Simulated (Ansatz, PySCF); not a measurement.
This triplet is an excited state, 1.23 eV above the relaxed singlet at the level frozen-core CCSD(T)/cc-pVTZ // B3LYP-D3(BJ)/def2-TZVP (Ansatz, a program for electronic structure).

B3LYP has the VWN-RPA correlation part, as in Gaussian. 

**H$_{3}$FGeSi, SMILES `[Ge]([F])[SiH3]` (excited triplet) (charge 0, multiplicity 3)**

These are B3LYP-D3(BJ)/def2-TZVP (PySCF) values and carry that method's errors.

| Property | Result |
|---|---|
| highest occupied spin orbital | -4.93 eV |
| dipole moment | 2.60 D |
| total energy | -67164.13 eV |
| cost | roughly 80 core-seconds |

Bonded distances (Å): F1–Ge2 1.774, Ge2–Si3 2.454, Si3–H4 1.481, Si3–H5 1.481, Si3–H6 1.478. Angles (°): F1–Ge2–Si3 109.5, Ge2–Si3–H4 110.2, Ge2–Si3–H5 110.2, Ge2–Si3–H6 102.4, H4–Si3–H5 110.4, H4–Si3–H6 111.7, H5–Si3–H6 111.7.
Charge 0, spin multiplicity 3.
